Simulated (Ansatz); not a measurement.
Geometry optimisation, RKS PBE0-D4/6-31G* (Ansatz 0.2.0).

The input (input.yaml):

```yaml
crystal:
  periodic: [false, false, false]
  atoms:
    - { symbol: Al, position_ang: [-0.080607, -0.218406, 0.043863] }
    - { symbol: O, position_ang: [-0.142948, -0.385167, 1.787672] }
    - { symbol: H, position_ang: [-1.013543, -0.537478, 2.172642] }
    - { symbol: Cl, position_ang: [1.844279, -0.292146, -0.789571] }
    - { symbol: H, position_ang: [-1.371454, -0.196595, -0.860913] }
    - { symbol: S, position_ang: [0.549851, 2.869892, 1.448378] }
    - { symbol: H, position_ang: [1.86088, 2.682014, 1.208594] }
    - { symbol: H, position_ang: [0.448743, 1.708886, 2.185334] }
basis:
  gaussian: { orbitals: "6-31G*" }
hamiltonian:
  xc: pbe0
  dispersion: d4
relax:
  f_tol: 0.03
  max_steps: 50
output:
  orbitals: {}
```

Command:

```bash
$ ansatz run input.yaml --threads 1 --pin off --max-ram 2048MiB --backend cpu --events-out ev --progress --plain --runs-dir out
```

Question: Where does it end, and by what steps?

Answer: The forces met the threshold. The force dipped under the threshold on the way, but the program's further checks kept it going. After 18 steps the energy has fallen by 0.427 eV; H3 moved furthest, 0.68 Å. Joined: Al1–S6 (3.45 → 2.51 Å).

```json
{"step": "0", "energy less start (eV)": "0.0000", "largest force component (eV/Å)": "0.890", "accepted": "yes"}
{"step": "1", "energy less start (eV)": "-0.1023", "largest force component (eV/Å)": "0.654", "accepted": "yes"}
{"step": "2", "energy less start (eV)": "-0.1978", "largest force component (eV/Å)": "0.745", "accepted": "yes"}
{"step": "3", "energy less start (eV)": "-0.2660", "largest force component (eV/Å)": "0.753", "accepted": "yes"}
{"step": "4", "energy less start (eV)": "-0.3145", "largest force component (eV/Å)": "1.044", "accepted": "yes"}
{"step": "5", "energy less start (eV)": "-0.3586", "largest force component (eV/Å)": "0.692", "accepted": "yes"}
{"step": "6", "energy less start (eV)": "-0.3921", "largest force component (eV/Å)": "0.378", "accepted": "yes"}
{"step": "7", "energy less start (eV)": "-0.4081", "largest force component (eV/Å)": "0.325", "accepted": "yes"}
{"step": "8", "energy less start (eV)": "-0.4132", "largest force component (eV/Å)": "0.158", "accepted": "yes"}
{"step": "9", "energy less start (eV)": "-0.4160", "largest force component (eV/Å)": "0.480", "accepted": "yes"}
{"step": "10", "energy less start (eV)": "-0.4173", "largest force component (eV/Å)": "0.475", "accepted": "yes"}
{"step": "11", "energy less start (eV)": "-0.4211", "largest force component (eV/Å)": "0.278", "accepted": "yes"}
{"step": "12", "energy less start (eV)": "-0.4229", "largest force component (eV/Å)": "0.204", "accepted": "yes"}
{"step": "13", "energy less start (eV)": "-0.4246", "largest force component (eV/Å)": "0.026", "accepted": "yes"}
{"step": "14", "energy less start (eV)": "-0.4256", "largest force component (eV/Å)": "0.057", "accepted": "yes"}
{"step": "15", "energy less start (eV)": "-0.4260", "largest force component (eV/Å)": "0.072", "accepted": "yes"}
{"step": "16", "energy less start (eV)": "-0.4263", "largest force component (eV/Å)": "0.048", "accepted": "yes"}
{"step": "17", "energy less start (eV)": "-0.4264", "largest force component (eV/Å)": "0.046", "accepted": "yes"}
{"step": "18", "energy less start (eV)": "-0.4265", "largest force component (eV/Å)": "0.029", "accepted": "yes"}
```

```xyz
8
Properties=species:S:1:pos:R:3
Al -0.071 0.158 0.277
O -0.450 -0.318 1.897
H -0.834 -1.184 2.060
Cl 1.877 -0.347 -0.458
H -1.186 0.343 -0.832
S 0.390 2.463 1.148
H 1.672 2.578 0.755
H 0.698 1.937 2.349
```

Whether the end is a true minimum wasn't checked by a vibrational analysis.

The run took 82 s on 1 thread of Arm Neoverse V2, on a shared host, peak memory 0.15 GiB.
